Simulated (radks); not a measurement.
Initial-state core-level shifts of the barium ion Ba+ when its valence configuration changes from [Xe] 6s1. All-electron calculation, Dirac Kohn-Sham, PBEsol, spin-unpolarised, spherical densities, finite nucleus; open shells are shared between the two j in proportion to 2j + 1; Fermi nuclear charge, rms radius 4.8378 fm. Program: a radial shooting solver on a logarithmic mesh with Libxc functionals. Shifts are changes of the shell-averaged eigenvalues in eV (positive: less bound); the change of the density at the nucleus, which sets a Mossbauer isomer shift, is in e/bohr^3, on a base of 3.223e+05.

| valence | 2p | 3s | 3d | 5p | density at nucleus |
|---|---|---|---|---|---|
| 4f1 | +3.054 | +3.537 | +3.488 | +1.407 | -24.94 |
| 6p1 | -1.125 | -1.130 | -1.130 | -1.053 | -16.20 |
| 5d1 | +1.952 | +1.941 | +1.948 | +1.707 | -19.04 |
| 4f0.5 6s0.5 | +2.643 | +2.984 | +2.949 | +1.421 | -14.94 |
